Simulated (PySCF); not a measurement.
## Working with the constants of NiH

ROHF-CCSD(T) constants of NiH, ²Δ (doublet), unpaired electrons δ ↑ (Ni def2-TZVPP, H def2-TZVPP; no relativity (PySCF 2.14); masses 57.9353 and 1.0078 u):

| Property | Result |
| --- | --- |
| ωe | 1968.5 cm⁻¹ |
| ωexe | 40.5 cm⁻¹ |
| Be | 8.0688 cm⁻¹ |
| αe | 0.274 cm⁻¹ |
| De to Ni (3d8 4s2) + H | 2.96 eV |

What force constant and bond length do these constants imply?

Reduced mass μred = 0.99059 u; k = 5.8918×10⁻⁷·μred·ωe² (u, cm⁻¹, mdyn/Å) = 2.26 mdyn/Å; Re = √(16.8576/(μred·Be)) (u, cm⁻¹, Å) = 1.452 Å.

Estimate the centrifugal constant D from the Kratzer relation and find the Dunham coefficient a1.

D = 4Be³/ωe² = 0.000542 cm⁻¹; a1 = −1 − αeωe/(6Be²) = -2.38.

Correlated steps freeze 5 core orbitals. The CCSD T1 diagnostic is raised, a sign that a single reference may not be enough here. With d or f electrons several states lie close, and the lowest PBE0 determinant need not be the measured ground state.
